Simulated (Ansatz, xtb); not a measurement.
# Relative energy of two structures of H3NSeSi2

We compare X, `[SiH3]N=[Si]=[Se]`, a singlet, with Y, a singlet given by its coordinates. Both are isolated molecules in the gas phase, relaxed with B3LYP-D3(BJ)/def2-SVP.

X (Å):

```xyz
7

N    -0.0558   -1.7430    0.3495
Se   -1.2768    0.6114   -2.1221
Si    0.5234   -2.8608    1.5202
Si   -0.5803   -0.7318   -0.7123
H     1.9749   -3.1334    1.3056
H    -0.2210   -4.1504    1.4212
H     0.3423   -2.3130    2.8965
```

Y (Å):

```json
{"atom": "N", "x (Å)": "-0.1955", "y (Å)": "-2.9995", "z (Å)": "1.0289"}
{"atom": "Se", "x (Å)": "1.8676", "y (Å)": "-0.9502", "z (Å)": "1.2946"}
{"atom": "Si", "x (Å)": "1.1716", "y (Å)": "-3.0703", "z (Å)": "2.1239"}
{"atom": "Si", "x (Å)": "-0.0524", "y (Å)": "-1.4803", "z (Å)": "0.1617"}
{"atom": "H", "x (Å)": "-0.9124", "y (Å)": "-3.7157", "z (Å)": "0.9393"}
{"atom": "H", "x (Å)": "0.1249", "y (Å)": "-1.6434", "z (Å)": "-1.3090"}
{"atom": "H", "x (Å)": "-1.1872", "y (Å)": "-0.5441", "z (Å)": "0.4002"}
```

Close contacts (Å): N1–Si3 1.75, N1–Si4 1.76, Se2–Si3 2.38, Se2–Si4 2.29, N1–H5 1.02, Si4–H6 1.49, Si4–H7 1.49.

Quicker runs give these differences E(Y) − E(X): GFN2-xTB +0.261 eV; HF/STO-3G −3.505 eV (at GFN2-xTB geometries); r2SCAN-D4/def2-SVP −1.348 eV (at GFN2-xTB geometries).

Problem. Estimate E(Y) − E(X) at the level CCSD(T)/def2-SVP + ΔMP2/def2-TZVPP.

Solution. Calculated at CCSD(T)/def2-SVP + ΔMP2/def2-TZVPP: E(Y) − E(X) = −1.388 eV, so structure Y lies lower.

The same difference at several levels:

```tsv
level	geometry	E(Y) − E(X) (eV)	departure from the last row (eV)	job, with rough time for the two
GFN2-xTB	GFN2-xTB	+0.261	+1.648	optimisation, 2.6 s
HF/STO-3G	GFN2-xTB	−3.505	−2.118	single point, 4 s
r2SCAN-D4/def2-SVP	GFN2-xTB	−1.348	+0.040	single point, 18 s
B3LYP-D3(BJ)/def2-SVP	B3LYP-D3(BJ)/def2-SVP	−1.382	+0.005	optimisation, 2.3 min
HF/def2-SVP	B3LYP-D3(BJ)/def2-SVP	−1.371	+0.017	part of the CCSD(T) run
MP2/def2-SVP	B3LYP-D3(BJ)/def2-SVP	−1.213	+0.174	part of the CCSD(T) run
CCSD(T)/def2-SVP	B3LYP-D3(BJ)/def2-SVP	−1.340	+0.048	single point
CCSD(T)/def2-SVP + ΔMP2/def2-TZVPP	B3LYP-D3(BJ)/def2-SVP	−1.388		single point, 1.9 min
```

GFN2-xTB puts the two in the other order. The largest departure from CCSD(T)/def2-SVP + ΔMP2/def2-TZVPP is that of HF/STO-3G, 2.118 eV. The last row adds to CCSD(T) the change of the MP2 difference between the two basis sets, here −0.048 eV.

With harmonic frequencies from B3LYP-D3(BJ)/def2-SVP (ideal gas, rigid rotor, one conformer each, 298.15 K, 1 atm): on the last row, ΔE + ΔZPE = −1.298, ΔH = −1.326, ΔG = −1.278 eV.

The correlated steps freeze 20 core orbitals; the filled d shell of Se is correlated, in a basis made for valence electrons. Run with Ansatz 0.2.0, xtb 6.7.1; the last row on 1 thread of Intel(R) Xeon(R) Processor @ 2.50GHz (Skylake/Cascade Lake) on a shared host.
